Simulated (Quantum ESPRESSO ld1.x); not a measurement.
The mean radii <r> (bohr) of the occupied orbitals of an atom or ion are listed with their occupations. All-electron calculation, scalar-relativistic Kohn-Sham, LDA (Slater exchange, VWN5 correlation), spin-polarised, spherical densities, point nucleus. Program: ld1.x of Quantum ESPRESSO 7.5.

| orbital | occ. | <r> |
|---|---|---|
| 1s down | 1 | 0.06973 |
| 1s up | 1 | 0.06973 |
| 2s up | 1 | 0.3260 |
| 2s down | 1 | 0.3258 |
| 2p up | 3 | 0.2905 |
| 2p down | 3 | 0.2902 |
| 3s up | 1 | 1.009 |
| 3s down | 1 | 1.010 |
| 3p up | 3 | 1.087 |
| 3p down | 3 | 1.090 |
| 3d up | 2 | 1.580 |
| 4s up | 1 | 3.427 |
| 4s down | 1 | 3.578 |

Name the element and its charge. Open shells, if any, are filled with parallel spins first.

Answer. Z = 22, titanium, charge 0: Ti in [Ar] 3d2 4s2. The 1s radius gives Z: for a bare nucleus <r> = (2 gamma + 1)/(2Z) with gamma = sqrt(1 - (Z/c)^2), 0.06759 bohr for Z = 22, and screening makes it slightly larger (0.06973 here). The occupations add up to 22, and the charge is Z minus that.
